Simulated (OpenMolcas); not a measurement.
Nd2+: moving or changing the point charges

Nd2+ among 8 point charges of -1.5 e arranged as a cube (Oh), 2.7 Å from the ion.

```json
{"Program": "OpenMolcas", "Method": "CASSCF", "Basis": "ANO-RCC-VDZP [7s6p4d2f1g]", "Scalar Hamiltonian": "DKH2, point nucleus", "Active space": "4 electrons in 7 orbitals (4f)", "State averaging": "2S+1 = 5 even, 35 roots (33 in the spin-orbit step); 2S+1 = 3 even, 132 roots kept (CI in the orbitals of an earlier block, 106 in the spin-orbit step); 2S+1 = 1 even, 96 roots kept (CI in the orbitals of an earlier block, 31 in the spin-orbit step)", "Spin-orbit coupling": "state interaction with AMFI integrals over the reference wave functions"}
```

Runs around this geometry, states (labels of O, the rotations of Oh). Energies in cm-1 above the lowest state or level, χT in cm3 K/mol.

| R (Å) | Ground state | First state of that spin | First gap with spin-orbit (degeneracies) | Width of lowest J | χT at 300 K |
| --- | --- | --- | --- | --- | --- |
| 2.7 | 5E | 5T2 32.0 | 124.2 (1, 3) | 351 | 0.966 |
| 2.82 | 5E | 5T2 14.2 | 87.8 (1, 3) | 229 | 1.015 |
| 3.2 | 5E | 5T2 6.9 | 50.0 (1, 3) | 123 | 1.032 |

Taking the width of the lowest J multiplet as R^-n, n = -ln(123 / 351) / ln(3.2 / 2.7) = 6.2 between the shortest and longest distance.

High states are left out of the spin-orbit mixing, which shifts the levels that they would mix with. Point charges carry no covalency, so the field is a model and not that of real ligands. No measured value stands beside these numbers.
